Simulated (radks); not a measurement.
Q: These are the eigenvalues of the occupied orbitals of an atom or ion with whole-number occupations (Ry). Calculated with a radial shooting solver on a logarithmic mesh with Libxc functionals: Dirac Kohn-Sham, HCTH/407, spin-unpolarised, spherical densities, finite nucleus; Fermi nuclear charge, rms radius of each element as measured or else 0.836 A^(1/3) + 0.57 fm.

orbital  eigenvalue
1s1/2     -153.0754
2s1/2     -12.88642
2p1/2      -9.30152
2p3/2      -9.23386
3s1/2      -1.03885
3p1/2      -0.41882
3p3/2      -0.41496

Which element is it, and in what charge state? The configuration may be excited. Open shells, if any, fill j = l - 1/2 first.

A: Z = 15, phosphorus, charge 0: P in [Ne] 3s2 3p3. The list shows which subshells hold electrons but not how many an open one holds; the 1s level, -76.538 hartree, gives Z - s = 12.4 by -(Z - s)^2/2, which with screening and relativity narrows Z to a few neighbours, and the depths of the outer levels then fix element, charge and occupations together.
